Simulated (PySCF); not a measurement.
# How the method changes the constants of IBr⁺

State: ²Π (doublet), unpaired electrons π ↑. Set-up: I def2-SVP with ECP28, Br def2-SVP; scalar-relativistic core potentials (PySCF 2.14). De refers to I⁺ + Br in their high-spin ground configurations, without counterpoise correction. The functionals are run spin-unrestricted. A positive dipole points towards Br; it is taken about the centre of mass and depends on that origin. Levels whose curve was spin-contaminated or gave no clean fit are not listed.

```tsv
Level	Re (Å)	ωe (cm⁻¹)	De (eV)	μ (D)
UHF	2.417	285	0.61	-1.90
PBE	2.440	286	3.09	-0.58
TPSS	2.436	287	2.94	-0.64
r²SCAN	2.421	297	2.75	-0.75
B3LYP	2.437	291	2.65	-0.69
PBE0	2.404	309	2.63	-0.79
MN15	2.404	307	2.31	-1.03
```

**Question.** What does a quarter of exact exchange do here, going from PBE to PBE0?

**Answer.** PBE0 less PBE: -3.6 pm in Re, +8.0 % in ωe, -0.46 eV in De. Exact exchange removes part of the self-interaction that spreads semilocal densities, and in most molecules shortens and stiffens the bond and lowers De; so it does here.

**Question.** What does the step from GGA to meta-GGA do here, going from PBE to r²SCAN?

**Answer.** r²SCAN less PBE: -1.9 pm in Re, +3.8 % in ωe, -0.34 eV in De. 

These are scalar-relativistic numbers at best; spin–orbit coupling would shift them, the dissociation energy most. For an ion De counts to the pair picked by the measured ionisation energies or electron affinities, which need not be the lowest pair at this level. Counting both spins, an empty level lies below a filled one in some of these solutions, because spin and occupation are held. The state was picked by a PBE0 search and need not be the measured ground state.
